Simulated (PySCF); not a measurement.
C2H5BF2O, SMILES B(F)(CF)CO. Atoms are numbered in the order given.

```xyz
11

O     -2.3505     0.0535     0.1746
C     -1.1093     0.0537    -0.4983
B      0.1662     0.0310     0.4020
F      0.0316     0.1899     1.7245
C      1.6229    -0.1180    -0.1674
F      1.6150    -0.2560    -1.5500
H     -2.2327     0.5328     1.0048
H     -0.9946     0.9194    -1.1970
H     -1.0712    -0.8182    -1.1796
H      2.2431     0.7592     0.1060
H      2.1277    -0.9962     0.2830
```

Geometry: r2SCAN-D4/def2-SVP. The structure was generated by enumeration, and PubChem lists no compound with its InChIKey, so it may never have been made. One conformer was computed; it need not be the lowest.

Vertical ionisation energy (IE) and electron affinity (EA) in eV. Rows of orbital energies are one-electron estimates. Where ΔSCF, EOM or ADC give a negative EA the extra electron is unbound and the value depends on the basis.

| level | IE | EA |
|---|---|---|
| −ε(HOMO), −ε(LUMO), HF/def2-TZVP (PySCF) | 11.99 | -2.83 |
| −ε(HOMO), −ε(LUMO), PBE/def2-TZVP (PySCF) | [?] | [?] |

### Question
What belongs in the gaps? (An estimate is asked for; the answer gives what the named calculation found.)

### Answer

- −ε(HOMO), −ε(LUMO), PBE/def2-TZVP (PySCF), IE: 6.25
- −ε(HOMO), −ε(LUMO), PBE/def2-TZVP (PySCF), EA: 1.59
